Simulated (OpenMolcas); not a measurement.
Cl3+, Br3+, I3+: ns² np² down the group

- Program: OpenMolcas 26.06
- Method: MS-CASPT2, IPEA 0.25 Eh, imaginary shift 0.1 Eh
- Basis: ANO-R2
- Scalar Hamiltonian: X2C, finite nucleus
- Spin-orbit coupling: RASSI with atomic mean-field integrals over the reference wave functions, term energies averaged over their components

Active space for each ion: 4 electrons in 8 orbitals (s p s p); closed shells correlated by CASPT2: Cl3+ 2s 2p; Br3+ 3d; I3+ 4d.

Computed levels in cm-1 above ³P₀:

| Level | Cl3+ | Br3+ | I3+ |
| --- | --- | --- | --- |
| ³P₁ | 439 | 2260 | 5660 |
| ³P₂ | 1210 | 4980 | 9650 |
| ¹D₂ | 14010 | 15910 | 20600 |
| ¹S₀ | 32310 | 33560 | 36390 |
| weight of ³P in the lowest level (%) | 100 | 98 | 93 |

Measured, with the error of the calculation in %. Measured levels: Cl3+ from Moore, Atomic Energy Levels, vol. I, NSRDS-NBS 35 (1971 reprint of NBS Circular 467, 1949).

| Level | Cl3+ |
| --- | --- |
| ³P₁ | 491 (-10.6) |
| ³P₂ | 1341 (-9.7) |
| ¹D₂ | 13766 (+1.8) |
| ¹S₀ | 32550 (-0.7) |

The fine-structure level ³P₂ changes by a factor of 7.98 from Cl3+ to I3+.

Without spin-orbit coupling ¹D lies 13150, 11540, 9380 cm-1 above ³P in that order; the difference to the level ¹D₂, of either sign, comes from spin-orbit coupling, which also lowers the zero.

Term energies are means over components that CASPT2 splits; among the terms shown or strongly mixed into the levels shown the widest spread is 100 cm-1 (3s² 3p² ¹D, Cl3+). Over all roots computed the reference weight is 0.83 to 0.98 in Cl3+, 0.84 to 0.97 in Br3+, 0.81 to 0.94 in I3+; the roots of lowest weight are the least certain, and an intruder state may touch them. Active for correlation alone: 4p 4s; no level in the range computed is led by a configuration that fills them, so any true level of that kind is missing (holds for Cl3+). Active for correlation alone: 5p 5s; no level in the range computed is led by a configuration that fills them, so any true level of that kind is missing (holds for Br3+). Active for correlation alone: 6p 6s; no level in the range computed is led by a configuration that fills them, so any true level of that kind is missing (holds for I3+). Computed and measured levels are paired by configuration, term and J; levels that our copy of the source lacks, or whose pairing is in doubt (as where it misses far off the trend of its configuration), stay unpaired and out of the deviations. Levels of configurations outside the active space are missing.
